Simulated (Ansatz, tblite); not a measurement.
Removing and adding an electron: SiEt(NHMe)3 (C₅H₁₇N₃Si). Charge 0, multiplicity 1. Geometry: PBE-D4/def2-SVP. Ansatz, gas phase; energy differences of separate SCF runs; the oxidised species was run as a doublet alone; the reduced species was run as a doublet alone.

Cartesian coordinates in Å:
```
Si -0.018 -0.074 -0.016
C 1.100 0.402 1.439
C 1.033 1.896 1.784
H 2.138 0.115 1.158
H 0.853 -0.220 2.329
H 1.729 2.174 2.602
H 1.290 2.518 0.901
H 0.011 2.194 2.094
N 0.171 0.823 -1.502
C 1.263 0.675 -2.444
H -0.321 1.717 -1.560
H 2.061 1.450 -2.340
H 1.744 -0.312 -2.283
H 0.916 0.702 -3.504
N -1.668 0.328 0.417
C -2.300 0.060 1.693
H -2.327 0.345 -0.366
H -2.758 -0.956 1.784
H -1.555 0.146 2.512
H -3.101 0.800 1.921
N 0.414 -1.723 -0.407
C -0.256 -2.537 -1.404
H 0.922 -2.260 0.299
H -1.063 -3.193 -0.994
H -0.729 -1.874 -2.158
H 0.453 -3.195 -1.957
```

The xTB rows come from tblite. HOMO above LUMO, or a gap near zero within one spin, warns that the state may not be the lowest or that an electron is smeared out.

| level | −HOMO (eV) | vertical IE (eV) | −LUMO (eV) | vertical EA (eV) | HOMO–LUMO gap (eV) | IE − EA (eV) | remarks |
| --- | --- | --- | --- | --- | --- | --- | --- |
| GFN1-xTB | 10.00 | 12.64 | 3.72 | 1.56 | 6.28 | 11.08 | – |
| GFN2-xTB | 9.32 | 11.93 | 3.03 | 0.25 | 6.28 | 11.68 | – |
| PBE-D4/def2-TZVP | 4.76 | 7.33 | 0.01 | -1.56 | 4.75 | 8.90 | HOMO above zero (-1 doublet), gap within one spin near zero (+1 doublet) |
| B97M-V/def2-TZVP | 5.16 | 7.59 | -0.10 | -1.51 | 5.26 | 9.10 | HOMO above zero (-1 doublet), gap within one spin near zero (+1 doublet) |
| PBE0-D4/def2-TZVP | 6.12 | 7.81 | -0.79 | -1.90 | 6.90 | 9.71 | HOMO above zero (-1 doublet) |

   A HOMO above zero means that the electron is unbound at that level or that self-interaction error raises the level; the energy of removing that electron tells which. Raw xTB energy differences between charge states are shifted by several eV; the methods need an empirical correction for them. Sets without diffuse functions give affinities that are too small. A negative affinity means that the extra electron isn't bound; its size then hangs on the basis.
